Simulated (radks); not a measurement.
The numbers below are computed, except where a source is named.
Valence configurations of Tb (all share [Xe]). Code: a radial shooting solver on a logarithmic mesh with Libxc functionals. Model: scalar-relativistic Kohn-Sham, LDA (Slater exchange, Perdew-Wang correlation), spin-polarised, spherical densities, finite nucleus; open shells are filled with parallel spins first (spin-orbit coupling, left out, can overturn this in heavy ions); Fermi nuclear charge, rms radius 5.06 fm. Energies are relative to 4f9 6s2; eigenvalues in eV for spin up.

| valence | E (eV) | moment (Bohr magnetons) | e(4f) | e(5d) | e(6p) | e(6s) |
|---|---|---|---|---|---|---|
| 4f9 6s2 | 0.000 | 5 | -4.603 | - | - | -3.928 |
| 4f8 6s2 6p1 | 3.418 | 7 | -14.069 | - | -2.428 | -5.894 |
| 4f8 5d1 6s2 | 1.378 | 7 | -10.773 | -2.955 | - | -4.537 |
| 4f9 5d1 6s1 | 1.839 | 7 | -3.523 | -1.340 | - | -3.903 |
| 4f11 | 8.689 | 3 | -2.959 | - | - | - |
| 4f9 6s1 6p1 | 2.168 | 7 | -5.799 | - | -2.082 | -4.981 |
| 4f9 5d0.5 6s1.5 | 0.999 | 6 | -4.023 | -1.475 | - | -3.918 |
| 4f8.5 6s2 6p0.5 | 0.797 | 6 | -9.098 | - | -1.875 | -4.935 |
| 4f6.5 6s2 6p2.5 | 27.004 | 9 | -30.694 | - | -3.932 | -8.558 |

NIST lists [Xe] 4f9 6s2 as the ground configuration; this level of theory agrees among the configurations tried. The energies are those of spherical high-spin densities, not of single terms. No valid solution was reached for [Xe] 4f10 6s1.
